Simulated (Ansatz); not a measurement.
Consider the ligand exchange at a Zr–N bond: `O=C=[N][Zr]([OH])([F])[Cl]` + H₂S → `[OH][Zr]([F])([SH])[Cl]` + `N=C=O`.

Gas-phase electronic energies from Ansatz, PBE0-D4/def2-TZVP geometries. CCSD(T)/CBS adds triple-zeta CCSD(T) − MP2 to the extrapolated MP2 energy (def2 sets, frozen cores). This one scheme is used for every species. DFT in def2-TZVPP. Elements past krypton have def2 core potentials. For Zr outer-core shells are correlated without core-valence functions, which leaves a few kJ/mol of doubt a bond. Each species was taken in one conformer, which may not be the lowest.

CCSD(T)/CBS gives +39.8 kJ/mol.

(1) Another level gave +41.4 kJ/mol. Which?
A. PBE-D4/def2-TZVPP
B. PBE0-D4/def2-TZVPP
C. HF/def2-TZVPP
D. B2PLYP/def2-TZVPP

Largest T1 diagnostic among the species: 0.018.

Results:

(1) D. B2PLYP 41.4, HF/def2-TZVPP 59.1, PBE-D4 29.9, PBE0-D4 34.3 kJ/mol.

In def2-TZVPP, CCSD(T) changes the Hartree–Fock value by −16.6 kJ/mol (the triples alone add −4.0 kJ/mol) and MP2 by −18.4 kJ/mol. From PBE to PBE0 (25 % exact exchange), in def2-TZVPP and without D4, ΔE moves by +4.4 kJ/mol.
